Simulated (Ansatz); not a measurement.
The molecule SnH, multiplicity 2 (the spin of the measured ground state). No spin–orbit coupling.

D_e counts from the fitted minimum to each atom's lowest state at the same level, without counterpoise.

Correlated levels freeze the inner cores; with def2 sets outer-core shells near the valence are correlated too.

Run with Ansatz (a first-principles code) with Gaussian orbitals. Values without a source in brackets are computed. In def2 rows elements past Kr take small-core potentials, without spin–orbit coupling.

```tsv
level	bond energy D_e (kcal/mol)
SVWN5/def2-TZVPP	?
PBE/def2-TZVPP	61.12
r2SCAN/def2-TZVPP	61.69
B3LYP/def2-TZVPP	63.44
PBE0/def2-TZVPP	60.02
CAM-B3LYP/def2-TZVPP	63.36
wB97X-V/def2-TZVPP	63.98
CCSD(T)/def2-TZVPP	61.05
CCSD(T)/def2-QZVPP	62.27
```

Task: Fill in the missing entries.

Result: 
- SVWN5/def2-TZVPP, bond energy D_e (kcal/mol): 70.67
